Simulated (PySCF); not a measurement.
Cu(OH)(PH3) (CuH₄OP), SMILES [OH][Cu]<-[PH3], multiplicity 1.

The structure is a stationary point at PBE0-D3(BJ)/def2-SVP. The multiplicity is an assumed one; no other spin state was optimised. The structure was generated by enumeration; whether it is a known compound was not checked. Other conformers were not sampled.

Two levels are set side by side: TDDFT-PBE/def2-SVPD (PySCF) and TDDFT-ωB97X/def2-SVPD (PySCF). Vertical, same geometry. The lowest singlet is HOMO→LUMO 100 % with PBE and HOMO→LUMO 81 % with the other functional; states are paired by order. Differences are taken from unrounded values.

```json
[
 {"quantity": "lowest singlet excitation (eV)", "TDDFT-PBE": "3.48"},
 {"quantity": "lowest triplet excitation (TDA) (eV)", "TDDFT-PBE": "3.33"}
]
```

Question: These are the TDDFT-PBE values. What does TDDFT-ωB97X give? (An estimate is asked for; the answer gives what the named calculation found.)

Answer: 
```
quantity                              TDDFT-ωB97X  TDDFT-PBE minus TDDFT-ωB97X
------------------------------------  -----------  ---------------------------
lowest singlet excitation (eV)               4.86                        -1.38
lowest triplet excitation (TDA) (eV)         4.76                        -1.43
```

Functionals without exact exchange tend to place singlet excitations lower, as here. Differences between two approximate levels are no errors against the true value.

Rough cost on one machine, each run with all the roots and properties that it gave: TDDFT-ωB97X against TDDFT-PBE about 6 times.
